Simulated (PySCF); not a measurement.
Cd(F)(NH2) (CdFH2N), SMILES [NH2][Cd][F]. Atoms are numbered in the order given.

```xyz
5

Cd    -0.0202     0.0103     0.0000
F     -1.9691    -0.0208     0.0000
N      1.9903    -0.1388     0.0000
H      2.3798     0.3309    -0.8121
H      2.3798     0.3309     0.8121
```
Charge 0, spin multiplicity 1.

The structure is a stationary point at B3LYP-D3(BJ)/def2-TZVP. The def2 effective core potentials stand for the cores of Cd; spin–orbit coupling is left out. Other conformers were not sampled.

The numbers are results of B3LYP-D3(BJ)/def2-TZVP in PySCF 2.14.0, not measurements.

Frequencies are harmonic and unscaled.

```json
[
 {"mode": "1", "ν (cm⁻¹)": "139", "IR (km/mol)": "6.7", "Raman (Å⁴/amu)": "0.3", "depolarisation": "0.75", "moving atoms (share of kinetic energy)": "F 36 %, N 24 %, Cd 22 %, H 18 %"},
 {"mode": "2", "ν (cm⁻¹)": "141", "IR (km/mol)": "14.6", "Raman (Å⁴/amu)": "0.9", "depolarisation": "0.55", "moving atoms (share of kinetic energy)": "F 37 %, N 31 %, Cd 23 %, H 8 %"},
 {"mode": "3", "ν (cm⁻¹)": "506", "IR (km/mol)": "5.9", "Raman (Å⁴/amu)": "37.9", "depolarisation": "0.21", "moving atoms (share of kinetic energy)": "N 56 %, F 41 %"},
 {"mode": "4", "ν (cm⁻¹)": "605", "IR (km/mol)": "117.0", "Raman (Å⁴/amu)": "2.0", "depolarisation": "0.03", "moving atoms (share of kinetic energy)": "F 46 %, N 28 %, Cd 21 %"},
 {"mode": "5", "ν (cm⁻¹)": "674", "IR (km/mol)": "69.9", "Raman (Å⁴/amu)": "3.0", "depolarisation": "0.10", "moving atoms (share of kinetic energy)": "H 84 %, N 12 %"},
 {"mode": "6", "ν (cm⁻¹)": "849", "IR (km/mol)": "21.1", "Raman (Å⁴/amu)": "0.3", "depolarisation": "0.75", "moving atoms (share of kinetic energy)": "H 92 %"},
 {"mode": "7", "ν (cm⁻¹)": "1563", "IR (km/mol)": "10.5", "Raman (Å⁴/amu)": "1.8", "depolarisation": "0.50", "moving atoms (share of kinetic energy)": "H 92 %"},
 {"mode": "8", "ν (cm⁻¹)": "3469", "IR (km/mol)": "8.0", "Raman (Å⁴/amu)": "171.6", "depolarisation": "0.07", "moving atoms (share of kinetic energy)": "H 96 %"},
 {"mode": "9", "ν (cm⁻¹)": "3557", "IR (km/mol)": "6.5", "Raman (Å⁴/amu)": "84.7", "depolarisation": "0.75", "moving atoms (share of kinetic energy)": "H 92 %, N 8 %"}
]
```
